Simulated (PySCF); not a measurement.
## From computed data to an observable: oscillator strength and radiative lifetime

SiF2HI, SMILES F[SiH](F)I.

Geometry optimised at B3LYP-D3(BJ)/def2-SVP. The def2 effective core potentials stand for the cores of I; spin–orbit coupling is left out.

TDDFT-LC-ωPBE/def2-SVPD run with PySCF puts the first singlet state with f over 0.02 at 8.24 eV (vertical), with the transition dipole (-0.273, 0.874, 0.000) in atomic units.

Problem. Find the oscillator strength, the wavelength and the radiative lifetime that this transition would have in vacuum if emission retraced absorption.

Solution. 
|μ|² = 0.8384 au, so |μ| = 2.33 D. ΔE = 8.24/27.211 = 0.3028 hartree. f = (2/3) ΔE |μ|² = 0.169 (the program prints 0.169).
λ = 1239.84/8.24 = 150 nm; ν = 66460 cm⁻¹.
Einstein's coefficient A = 0.6670 ν² f s⁻¹ (ν in cm⁻¹) = 5.0e8 s⁻¹, so τ = 1/A = 2.0 ns. This state is S7; the lower singlets have f = 0.008, 0.004, 0.000, 0.001, 0.000, 0.001. The figure is the radiative limit of this one transition; relaxation, internal conversion, crossing to triplets and a medium change what is measured.
